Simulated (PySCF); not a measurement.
## Ga₂H₆, singlet: structure and spectrum

Level of theory: PBE0/[Ga def2-TZVP, H def2-TZVP], no relativity, density fitting, PySCF.

The structure is a minimum.

- Point group: D2h
- Bond lengths: Ga–H 1.555 Å (×4), Ga–H 1.755 Å (×4)
- Bond angles: Ga–H–Ga 95.2° (×2), H–Ga–H 84.8° (×2), H–Ga–H 108.1° (×8), H–Ga–H 130.2° (×2)
- Rotational symmetry number: 4
- Entropy at 298.15 K and 1 bar: 296.6 J/(mol K)
- Principal quadrupole moments (Buckingham, traceless) about the centre of mass: -4.17, -0.12, 4.29 D Å
- Lowest empty level: -1.19 eV
- Rotational constants: 1.555, 0.06757, 0.06619 cm⁻¹
- Principal polarisabilities: 49.4, 62.0, 79.1 bohr³
- Atomisation energy without zero-point energy: 1725 kJ/mol
- Heat capacity Cp at 298.15 K: 84.6 J/(mol K)
- Highest occupied level: -8.69 eV
- Enthalpy at 298.15 K above 0 K: 16.31 kJ/mol
- Zero-point energy: 113.3 kJ/mol
- Dipole moment: 0.00 D

Harmonic modes (masses in u: Ga 68.926, H 1.008):
| symmetry | ω (cm⁻¹) | IR (km/mol) | μ (u) |
| --- | --- | --- | --- |
| b2u | 214 | 5.6 | 1.01 |
| ag | 233 | 0.0 | 30.60 |
| b2g | 414 | 0.0 | 1.08 |
| au | 454 | 0.0 | 1.01 |
| b3g | 474 | 0.0 | 1.08 |
| b3u | 647 | 127 | 1.03 |
| b1u | 672 | 509 | 1.04 |
| ag | 730 | 0.0 | 1.02 |
| b1g | 752 | 0.0 | 1.01 |
| b2u | 759 | 125 | 1.03 |
| b3u | 1282 | 217 | 1.03 |
| b2g | 1336 | 0.0 | 1.01 |
| b1u | 1351 | 956 | 1.02 |
| ag | 1523 | 0.0 | 1.01 |
| b1u | 2015 | 126 | 1.01 |
| ag | 2021 | 0.0 | 1.01 |
| b3g | 2028 | 0.0 | 1.03 |
| b2u | 2035 | 353 | 1.03 |

In D2h the vibrations span 3b2u + 4ag + 2b2g + au + 2b3g + 2b3u + 3b1u + b1g. The ag, au, b1g, b2g, b3g modes carry no infrared intensity, as symmetry demands. With a centre of inversion only u modes can be infrared active and only g modes Raman active.

Charges (e):
```tsv
atom	Mulliken	Löwdin	polar tensor	Mayer order to Ga1
Ga1	0.20	0.09	0.99	–
Ga2	0.20	0.09	0.99	0.37
H3,4	-0.08	0.06	-0.41	0.46
H5,6	-0.06	-0.08	-0.29	0.94
H7,8	-0.06	-0.08	-0.29	0.01
```
Other Mayer orders above 0.3: Ga–H 0.46 (×2), Ga–H 0.94 (×2).

Mulliken populations on Ga1: s 7.20, p 13.48, d 10.10, f 0.02.

Outer orbital energies (eV). occupied: -23.25, -23.19, -15.14, -11.80, -9.52, -9.24, -9.14, -8.69; empty: -1.19, 0.12, 0.61, 1.27.

This need not be the most stable arrangement of these atoms.

The final relaxation and frequency run took 72 s on 4 threads of a shared Arm Neoverse V2 host, with 132 basis functions and 16 gradients; the process peaked at 2.3 GiB.
